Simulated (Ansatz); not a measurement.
BrH$_{4}$InN$_{2}$, SMILES `[NH2][In]([NH2])[Br]`. The species carries charge 0 and has multiplicity 1. In takes the def2 core potential.

Cartesian coordinates in Å:
```
N 0.458 -1.792 0.269
In 0.051 0.049 -0.429
N -0.054 1.764 0.615
Br 0.124 0.300 -2.889
H 0.273 -2.541 -0.384
H 0.073 -2.036 1.170
H -0.458 2.541 0.112
H -0.467 1.716 1.536
```

(1) What are the harmonic wavenumbers in cm⁻¹ at PBE0-D4/def2-TZVP (Ansatz, finite differences of forces, unscaled)? (Estimate.)

(2) Is this a minimum?

(3) Give the ideal-gas thermochemistry at 298.15 K and 1 bar (rigid rotor, harmonic oscillator; point group Cs, symmetry number 1).

(4) And at 400, 500, 600, 800 and 1000 K?

## Answers

(1) The calculation gave: 91, 112, 132, 229, 244, 280, 427, 451, 608, 634, 772, 820, 1548, 1560, 3561, 3562, 3665, 3665.

(2) Yes, all 18 modes are real.

(3) Zero-point energy 133.7 kJ/mol; H(298) − E = 155.8 kJ/mol; entropy 370.3 J/(mol·K), of which translation 176.5, rotation 118.8, vibration 75.0; G(298) − E = 45.3 kJ/mol. Modes under 100 cm⁻¹ are hindered rotations or soft bends, so the harmonic entropy is rough.

(4) 
| T (K) | H − E (kJ/mol) | S (J/mol/K) | G − E (kJ/mol) |
| --- | --- | --- | --- |
| 400 | 167.1 | 403.0 | 5.9 |
| 500 | 179.2 | 429.9 | -35.8 |
| 600 | 191.9 | 453.1 | -79.9 |
| 800 | 218.8 | 491.7 | -174.6 |
| 1000 | 247.2 | 523.4 | -276.2 |
